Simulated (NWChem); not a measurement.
**Atomisation of HClSi**

```xyz
3

Si    -0.7524    -0.8218     0.0000
H      0.3237    -1.9221     0.0000
Cl     0.6005     0.7898     0.0000
```
Charge 0, spin multiplicity 1.

The numbers come from NWChem runs, not from measurements. The geometry was optimised at B3LYP/def2-SVP, a minimum by its harmonic frequencies.

Basis set: def2-TZVP. The atomisation energy is electronic alone: no zero-point, thermal, spin-orbit or counterpoise terms. No value is extrapolated to the basis-set limit. Free atoms are single determinants with multiplicities Si 3, H 2, Cl 2. Correlated methods freeze the same cores in atoms and molecule, 10 orbitals in all.

B3LYP has NWChem's definition, with VWN1-RPA local correlation. The structure started from a generated list of species. The stability of the SCF solutions was not checked. Open-shell Hartree-Fock references start from PBE0 orbitals.

One of these methods gave an atomisation energy of 126.2 kcal/mol. Which?
(A) HF
(B) MP2
(C) PBE0
(D) PBE

A, HF. The others give 174.8 (PBE0), 178.3 (PBE), 171.2 (MP2).
